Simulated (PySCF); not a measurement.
Ligands exchanged one at a time, Al H-CH3. Isolated molecules, 0 K electronic values unless said otherwise. Strings in code marks are SMILES.

The four lowest singlet excitations (Tamm–Dancoff). Computed with M06-2X/def2-TZVP (PySCF 2.14.0). Excitations are Tamm–Dancoff values on a coarser integration grid. The basis has no diffuse functions, so Rydberg states are missing or too high.

```tsv
state	energy (eV)	wavelength (nm)	oscillator strength
S1	5.36	231	0.000
S2	5.48	226	0.003
S3	7.18	173	0.212
S4	7.53	165	0.102
```

Problem. Say which member gives these states.
A) `[CH3][Al]([CH3])[CH3]`
B) `[CH3][AlH][CH3]`
C) `[CH3][AlH2]`

Solution. B, `[CH3][AlH][CH3]`
